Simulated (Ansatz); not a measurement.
C$_{2}$H$_{5}$FGaN (`C=[C](N)[GaH][F]`), charge 0, multiplicity 1.

Q: Give a relaxed structure at PBE0-D4/def2-TZVP (Ansatz). (Estimate.)

A: Computed: 
```xyz
10

C     1.423   -0.539    0.167
C     0.131   -0.249   -0.063
N    -0.833   -1.161   -0.417
Ga   -0.412    1.610    0.086
F    -2.173    1.747   -0.046
H     1.810   -1.555    0.126
H     2.135    0.244    0.393
H    -0.643   -2.139   -0.268
H    -1.795   -0.893   -0.301
H     0.358    2.934    0.323
```
This is one stationary point; other conformers may exist.
